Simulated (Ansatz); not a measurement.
Computed with PBE-D3(BJ)/def2-SVP (Ansatz, an electronic-structure program). No frequencies were computed at this level.

Ansatz 0.2 input:
```yaml
crystal:
  periodic: [false, false, false]
  atoms:
    - { symbol: Zr, position_ang: [0.15019, -0.02125, 0.078011] }
    - { symbol: N, position_ang: [-1.621097, 0.988885, 0.288897] }
    - { symbol: H, position_ang: [-2.22173, 1.015202, -0.546227] }
    - { symbol: H, position_ang: [-1.520672, 1.968566, 0.590168] }
    - { symbol: N, position_ang: [-0.136505, -2.026734, 0.389212] }
    - { symbol: H, position_ang: [-0.861198, -2.277658, 1.076023] }
    - { symbol: H, position_ang: [-0.354466, -2.569963, -0.458026] }
    - { symbol: N, position_ang: [0.878821, 0.234459, -1.820705] }
    - { symbol: H, position_ang: [1.455331, -0.545385, -2.168033] }
    - { symbol: H, position_ang: [1.439489, 1.084185, -1.972528] }
    - { symbol: N, position_ang: [1.476171, 0.728336, 1.449891] }
    - { symbol: H, position_ang: [2.204709, 0.076372, 1.770426] }
    - { symbol: H, position_ang: [1.041333, 1.102465, 2.305718] }
basis:
  gaussian: { orbitals: def2-svp }
hamiltonian:
  xc: pbe
  dispersion: d3bj
relax:
  max_steps: 150
```

Output:

```
Functional definition: PBE
1430 factors; their error is unknown
mean field evaluation 1: about -7330.5019 eV, gradient 1.3e2 eV
mean field evaluation 2: about -7136.0878 eV, gradient 2.8e2 eV
mean field evaluation 4: about -7361.8620 eV, gradient 1.7e1 eV
mean field evaluation 8: about -7362.6725 eV, gradient 4.6e-2 eV
mean field evaluation 16: about -7362.6143 eV, gradient 4.6e-4 eV
mean field -7362.61429941 eV, -270.5710849441 hartree, gradient 6.6e-5 eV, S^2 0.000000; 0 other end points of the search recorded, 0 dependent functions left out
reference -7362.61439481 eV, -270.5710884500 hartree; 24, 24 occupied and 103, 103 virtual orbitals, 1430 factors
relax step   1: F+E_penalty+E_count = -7362.87687087 eV  Δ(F+E_penalty+E_count) = +0.000e0 eV  max|allowed force component| = 4.247e-1 eV/Å  Δτ_max = 0.0000 Å  (29 SCF iters, accepted)
these checks for a lower state are left out or cut short: starts, cluster_reference, orbital_swaps, neighbouring_geometries, increment
1430 factors; their error is unknown
mean field -7362.83611901 eV, -270.5792366639 hartree, gradient 1.5e-5 eV, S^2 0.000000; 0 other end points of the search recorded, 0 dependent functions left out
reference -7362.83621488 eV, -270.5792401873 hartree; 24, 24 occupied and 103, 103 virtual orbitals, 1430 factors
relax step   2: F+E_penalty+E_count = -7363.08915428 eV  Δ(F+E_penalty+E_count) = -2.123e-1 eV  max|allowed force component| = 5.714e-1 eV/Å  Δτ_max = 0.1629 Å  (33 SCF iters, accepted)
these checks for a lower state are left out or cut short: starts, cluster_reference, orbital_swaps, neighbouring_geometries, increment
1430 factors; their error is unknown
mean field evaluation 32: about -7362.9111 eV, gradient 1.5e-3 eV
mean field -7362.91107080 eV, -270.5819910914 hartree, gradient 1.6e-5 eV, S^2 0.000000; 0 other end points of the search recorded, 0 dependent functions left out
reference -7362.91116787 eV, -270.5819946589 hartree; 24, 24 occupied and 103, 103 virtual orbitals, 1430 factors
relax step   3: F+E_penalty+E_count = -7363.16116196 eV  Δ(F+E_penalty+E_count) = -7.201e-2 eV  max|allowed force component| = 1.241e0 eV/Å  Δτ_max = 0.1620 Å  (34 SCF iters, accepted)
these checks for a lower state are left out or cut short: starts, cluster_reference, orbital_swaps, neighbouring_geometries, increment
1430 factors; their error is unknown
mean field -7363.19918729 eV, -270.5925791771 hartree, gradient 1.2e-5 eV, S^2 0.000000; 0 other end points of the search recorded, 0 dependent functions left out
reference -7363.19928484 eV, -270.5925827620 hartree; 24, 24 occupied and 103, 103 virtual orbitals, 1430 factors
relax step   4: F+E_penalty+E_count = -7363.45228575 eV  Δ(F+E_penalty+E_count) = -2.911e-1 eV  max|allowed force component| = 3.801e-1 eV/Å  Δτ_max = 0.1998 Å  (32 SCF iters, accepted)
these checks for a lower state are left out or cut short: starts, cluster_reference, orbital_swaps, neighbouring_geometries, increment
1430 factors; their error is unknown
mean field -7363.28087025 eV, -270.5955809708 hartree, gradient 1.4e-5 eV, S^2 0.000000; 0 other end points of the search recorded, 0 dependent functions left out
reference -7363.28096866 eV, -270.5955845870 hartree; 24, 24 occupied and 103, 103 virtual orbitals, 1430 factors
relax step   5: F+E_penalty+E_count = -7363.53497702 eV  Δ(F+E_penalty+E_count) = -8.269e-2 eV  max|allowed force component| = 2.483e-1 eV/Å  Δτ_max = 0.2000 Å  (34 SCF iters, accepted)
these checks for a lower state are left out or cut short: starts, cluster_reference, orbital_swaps, neighbouring_geometries, increment
1430 factors; their error is unknown
mean field -7363.31801939 eV, -270.5969461764 hartree, gradient 9.4e-6 eV, S^2 0.000000; 0 other end points of the search recorded, 0 dependent functions left out
reference -7363.31811794 eV, -270.5969497979 hartree; 24, 24 occupied and 103, 103 virtual orbitals, 1430 factors
relax step   6: F+E_penalty+E_count = -7363.57152409 eV  Δ(F+E_penalty+E_count) = -3.655e-2 eV  max|allowed force component| = 7.288e-2 eV/Å  Δτ_max = 0.1555 Å  (28 SCF iters, accepted)
these checks for a lower state are left out or cut short: starts, cluster_reference, orbital_swaps, neighbouring_geometries, increment
1430 factors; their error is unknown
mean field evaluation 64: about -7363.3261 eV, gradient 1.3e-5 eV
mean field -7363.32606274 eV, -270.5972417642 hartree, gradient 1.3e-5 eV, S^2 0.000000; 0 other end points of the search recorded, 0 dependent functions left out
reference -7363.32616123 eV, -270.5972453835 hartree; 24, 24 occupied and 103, 103 virtual orbitals, 1430 factors
relax step   7: F+E_penalty+E_count = -7363.57926507 eV  Δ(F+E_penalty+E_count) = -7.741e-3 eV  max|allowed force component| = 8.076e-2 eV/Å  Δτ_max = 0.0835 Å  (27 SCF iters, accepted)
these checks for a lower state are left out or cut short: starts, cluster_reference, orbital_swaps, neighbouring_geometries, increment
1430 factors; their error is unknown
mean field -7363.32394900 eV, -270.5971640853 hartree, gradient 1.6e-5 eV, S^2 0.000000; 0 other end points of the search recorded, 0 dependent functions left out
reference -7363.32404751 eV, -270.5971677056 hartree; 24, 24 occupied and 103, 103 virtual orbitals, 1430 factors
relax step   8: F+E_penalty+E_count = -7363.57691559 eV  Δ(F+E_penalty+E_count) = +2.349e-3 eV  max|allowed force component| = 1.499e-1 eV/Å  Δτ_max = 0.0637 Å  (29 SCF iters, rejected (line search))
these checks for a lower state are left out or cut short: starts, cluster_reference, orbital_swaps, neighbouring_geometries, increment
1430 factors; their error is unknown
mean field -7363.32686887 eV, -270.5972713888 hartree, gradient 1.4e-5 eV, S^2 0.000000; 0 other end points of the search recorded, 0 dependent functions left out
reference -7363.32696736 eV, -270.5972750083 hartree; 24, 24 occupied and 103, 103 virtual orbitals, 1430 factors
relax step   9: F+E_penalty+E_count = -7363.58011784 eV  Δ(F+E_penalty+E_count) = -8.528e-4 eV  max|allowed force component| = 1.082e-2 eV/Å  Δτ_max = 0.0272 Å  (29 SCF iters, accepted)
these checks for a lower state are left out or cut short: starts, cluster_reference, orbital_swaps, neighbouring_geometries, increment
1430 factors; their error is unknown
mean field -7363.32716192 eV, -270.5972821581 hartree, gradient 1.4e-5 eV, S^2 0.000000; 0 other end points of the search recorded, 0 dependent functions left out
reference -7363.32726036 eV, -270.5972857758 hartree; 24, 24 occupied and 103, 103 virtual orbitals, 1430 factors
relax step  10: F+E_penalty+E_count = -7363.58027910 eV  Δ(F+E_penalty+E_count) = -1.613e-4 eV  max|allowed force component| = 1.002e-2 eV/Å  Δτ_max = 0.0226 Å  (30 SCF iters, accepted)
these checks for a lower state are left out or cut short: starts, cluster_reference, orbital_swaps, neighbouring_geometries, increment
1430 factors; their error is unknown
mean field -7363.32722333 eV, -270.5972844151 hartree, gradient 1.5e-5 eV, S^2 0.000000; 0 other end points of the search recorded, 0 dependent functions left out
reference -7363.32732179 eV, -270.5972880333 hartree; 24, 24 occupied and 103, 103 virtual orbitals, 1430 factors
relax step  11: F+E_penalty+E_count = -7363.58035599 eV  Δ(F+E_penalty+E_count) = -7.689e-5 eV  max|allowed force component| = 1.997e-3 eV/Å  Δτ_max = 0.0076 Å  (31 SCF iters, accepted)
1430 factors; their error is unknown
mean field evaluation 96: about -7149.2351 eV, gradient 2.7e2 eV
mean field -7363.32722333 eV, -270.5972844151 hartree, gradient 1.6e-5 eV, S^2 0.000000; 1 other end points of the search recorded, 0 dependent functions left out
reference -7363.32732179 eV, -270.5972880333 hartree; 24, 24 occupied and 103, 103 virtual orbitals, 1430 factors
Total energy: -7363.58045445 eV, -270.6065904868 hartree
Atom 0 at     0.148662    -0.018664     0.075616 Å, force     0.000208    -0.000132     0.000011 eV/Å
Atom 1 at    -1.494788     1.221667     0.057524 Å, force    -0.000499     0.001076     0.000508 eV/Å
Atom 2 at    -2.487460     0.988166    -0.055384 Å, force     0.000644    -0.001243    -0.000121 eV/Å
Atom 3 at    -1.435464     2.225094     0.273722 Å, force     0.000309     0.000306    -0.000114 eV/Å
Atom 4 at    -0.454306    -1.979931     0.249474 Å, force     0.000198     0.000009     0.000769 eV/Å
Atom 5 at    -0.395515    -2.610970     1.056348 Å, force     0.000533     0.000748     0.000221 eV/Å
Atom 6 at    -0.793203    -2.530542    -0.549911 Å, force    -0.000401     0.000095    -0.001305 eV/Å
Atom 7 at     1.203063     0.188962    -1.680798 Å, force     0.000317    -0.000042    -0.000351 eV/Å
Atom 8 at     1.872429    -0.516839    -2.013831 Å, force     0.000075    -0.001044     0.000405 eV/Å
Atom 9 at     1.117888     0.903278    -2.412347 Å, force    -0.000730     0.000561     0.001024 eV/Å
Atom 10 at     1.339205     0.495252     1.675263 Å, force     0.001440    -0.000492    -0.000456 eV/Å
Atom 11 at     2.353463     0.645890     1.711248 Å, force    -0.000097    -0.000217    -0.001145 eV/Å
Atom 12 at     0.956402     0.746116     2.595902 Å, force    -0.001997     0.000377     0.000554 eV/Å
Dipole moment:     0.000764    -0.000575     0.000910 e Å
```

Cost: roughly 70 core-seconds.
